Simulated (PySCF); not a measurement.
Highest orbital energy against ionisation energy along the 4p block

Calculated with PySCF 2.14, no spin-orbit coupling. Each cell gives −ε(HOMO) / ΔSCF in eV; NIST values include spin-orbit coupling, (s) semi-empirical, (t) theoretical.

```json
{"species": "Ga²⁺ (aug-cc-pVQZ-DK, spin-free X2C)", "UHF": "29.749 / 29.636", "LDA": "26.982 / 31.878", "PBE": "26.648 / 31.559", "PBE0": "27.574 / 31.172", "r2SCAN": "27.016 / 31.289", "NIST (lowest levels)": "30.726"}
{"species": "Ge²⁺ (aug-cc-pVQZ-DK, spin-free X2C)", "UHF": "32.450 / 32.195", "LDA": "29.601 / 34.790", "PBE": "29.216 / 34.383", "PBE0": "30.254 / 34.020", "r2SCAN": "29.515 / 34.023", "NIST (lowest levels)": "34.058"}
{"species": "As²⁺ (aug-cc-pVQZ-DK, spin-free X2C)", "UHF": "27.821 / 27.487", "LDA": "23.217 / 28.243", "PBE": "23.197 / 28.076", "PBE0": "24.527 / 28.111", "r2SCAN": "23.664 / 28.310", "NIST (lowest levels)": "28.349 ± 0.012"}
{"species": "Se²⁺ (aug-cc-pVQZ-DK, spin-free X2C)", "UHF": "31.450 / 30.997", "LDA": "26.317 / 31.751", "PBE": "26.280 / 31.562", "PBE0": "27.767 / 31.627", "r2SCAN": "26.802 / 31.824", "NIST (lowest levels)": "31.697 ± 0.019"}
{"species": "Br²⁺ (aug-cc-pVQZ-DK, spin-free X2C)", "UHF": "35.209 / 34.645", "LDA": "29.470 / 35.305", "PBE": "29.432 / 35.120", "PBE0": "31.092 / 35.232", "r2SCAN": "30.043 / 35.448", "NIST (lowest levels)": "34.871 ± 0.019"}
{"species": "Kr²⁺ (aug-cc-pVQZ-DK, spin-free X2C)", "UHF": "35.152 / 34.330", "LDA": "29.993 / 35.833", "PBE": "29.867 / 35.519", "PBE0": "31.472 / 35.538", "r2SCAN": "30.313 / 35.614", "NIST (lowest levels)": "35.838 ± 0.02"}
```

Problem. How far is −ε(HOMO) from ΔSCF on average for each method, and why?

Solution. UHF 0.42 eV; LDA -5.37 eV; PBE -5.26 eV; PBE0 -3.84 eV; r2SCAN -4.86 eV. Hartree-Fock orbital energies lack relaxation and so exceed the ΔSCF value; semilocal functionals have convex E(N) from self-interaction, so their HOMO lies far too high; exact exchange moves hybrids part of the way back.
